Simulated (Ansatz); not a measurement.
Caution, from a PySCF single point (PBE0-D3(BJ)/def2-TZVPD) at this geometry: the highest occupied level lies above zero, so the state may not be bound. This triplet is an excited state, 1.13 eV above the relaxed singlet at the level frozen-core CCSD(T)/aug-cc-pVDZ // PBE0-D3(BJ)/def2-TZVPD (Ansatz, a quantum-chemistry and plane-wave program).

A geometry relaxed with PBE0-D3(BJ)/def2-TZVPD (Ansatz), charge -1, multiplicity 3:

```xyz
7

H     -2.0096     0.3629    -0.6116
O      2.3615     0.4099    -0.5584
H     -1.4314     0.8315     1.5966
H      2.8904     0.7721     0.1525
Si    -1.1306    -0.1739     0.5012
Al     1.1877    -0.7974    -0.0036
H     -1.8679    -1.4053     0.9561
```

Problem. Write the SMILES of this molecule.

Solution. `[OH][Al-][SiH3]`
